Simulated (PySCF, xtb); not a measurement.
Pair of molecules: SiH4 (SMILES [SiH4]) (first 5 atoms) with CH3F (SMILES CF); geometry from B3LYP-D3(BJ)/def2-TZVP.
(charge 0, multiplicity 1):
```xyz
10

Si     0.129    -0.115     0.197
H      0.472    -1.524     0.482
H     -1.245     0.184     0.660
H      0.197     0.117    -1.266
H      1.087     0.793     0.865
C     -0.426     0.741     3.855
F     -0.049    -0.488     3.320
H     -1.397     1.017     3.445
H     -0.486     0.643     4.940
H      0.324     1.484     3.583
```

Interaction energies are E(AB) − E(A) − E(B) at the monomers' geometry in the complex; basis-set methods are counterpoise corrected. Rows marked so take none.

Rows in 3-21G carry no dispersion term and start afresh at each structure.

Programs: PySCF for 3-21G rows, M06-2X; xtb for the GFN methods. Values without a source in brackets are computed.

Q: Give the interaction energy at the level GFN-FF.

A: -21 meV

Q: What interaction energy does B3LYP/3-21G (no counterpoise) give?

A: -275 meV

Q: Estimate the interaction energy that M06-2X/def2-TZVPPD returns for this input.

A: -77 meV
